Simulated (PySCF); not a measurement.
Correlation energy of Br³⁺ (bromine, charge +3)

[Ar] 3d10 4s2 4p2, high-spin 3P determinant. Calculation: PySCF 2.14, in cc-pVDZ-DK; scalar relativity by spin-free X2C-1e. Frozen: [Ar] 3d10; 4 electrons correlated.

MP2 pair energies summed by pair of shells (mhartree):

```
 pair  energy  share (%)
4s-4p  -26.56       61.2
4s-4s  -12.57       29.0
4p-4p   -4.25        9.8
```

Total MP2 correlation energy: -43.38 mhartree.

Same-spin part -6.64 and opposite-spin part -36.74 mhartree; SCS-MP2 scales them by 1/3 and 6/5 to -46.31 mhartree.

| level | correlation energy (mhartree) |
| --- | --- |
| CCSD | -59.72 |
| (T) | -0.46 |
| CCSD(T) | -60.18 |

Diagnostics: T1 = 0.0052, D1 = 0.0141, largest double amplitude 0.094.

**Question.** Is a single reference adequate?

**Answer.** Mostly. T1 lies below 0.03, but a double amplitude of this size points to a near-degeneracy that CCSD handles and MP2 describes poorly.
